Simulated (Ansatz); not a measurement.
Reaction (formal exchange of groups at a B–Al bond): `O[BH][AlH][F]` + CH₃NH₂ → `NCBO` + `[F][AlH2]`

Gas-phase electronic energies from Ansatz, PBE0-D4/def2-TZVP geometries. CCSD(T)/CBS is the MP2 limit (def2-TZVPP, def2-QZVPP) plus CCSD(T) − MP2 in def2-TZVPP, frozen cores. This one scheme is used for every species. Functionals use def2-TZVPP. B3LYP here is the variant with VWN-RPA as its local correlation; programs differ in this. Each species was taken in one conformer, which may not be the lowest.

`O[BH][AlH][F]`:

Z-matrix (Å, degrees):
```
B
Al 1 2.147
O 1 1.355 2 118.0
H 1 1.209 2 124.2 3 180.0
F 2 1.659 1 117.1 3 109.6
H 2 1.588 1 128.4 3 -71.9
H 3 0.963 1 113.9 2 -179.6
```

CH₃NH₂:

```xyz
7

C    -0.174    0.141    0.522
N     0.066   -0.471   -0.774
H     0.394    1.062    0.721
H     0.068   -0.575    1.311
H    -1.235    0.377    0.621
H     1.043   -0.707   -0.882
H    -0.162    0.174   -1.520
```

`NCBO`:

```xyz
10

N    -0.688    1.012   -0.215
C     0.267    0.244    0.597
B     0.558   -1.144   -0.102
O    -0.228   -1.482   -1.139
H    -0.201    1.573   -0.902
H    -1.237    1.649    0.345
H    -0.200    0.010    1.563
H     1.182    0.795    0.852
H     1.409   -1.909    0.255
H    -0.864   -0.748   -1.254
```

`[F][AlH2]`:

Z-matrix (Å, degrees):
```
Al
F 1 1.650
H 1 1.576 2 117.0
H 1 1.576 2 117.0 3 -179.9
```

| level | ΔE (kJ/mol) | difference from CCSD(T)/CBS |
| --- | --- | --- |
| PBE-D4 | -50.9 | 3.3 |
| PBE0-D4 | -52.5 | 1.7 |
| B3LYP-D4 | -53.3 | 0.9 |
| ωB97X-V | -54.9 | -0.7 |
| B2PLYP | -54.0 | 0.2 |
| B3LYP | -49.6 | 4.6 |
| HF/def2-QZVPP | -47.4 | 6.8 |
| MP2/def2-QZVPP | -60.8 | -6.6 |
| SCS-MP2/def2-QZVPP | -55.8 | -1.6 |
| CCSD/CBS(def2) | -52.7 | 1.5 |
| CCSD(T)/CBS | -54.2 | 0 |

Largest T1 diagnostic among the species: 0.014.

In def2-TZVPP, CCSD(T) changes the Hartree–Fock value by −7.1 kJ/mol (the triples alone add −1.6 kJ/mol) and MP2 by −13.5 kJ/mol. The D4 term adds −3.7 kJ/mol with B3LYP and −1.9 kJ/mol with PBE0; it sums over pairs of atoms, weighted by their polarisabilities, and B3LYP, whose exchange is more repulsive, gets the larger term.
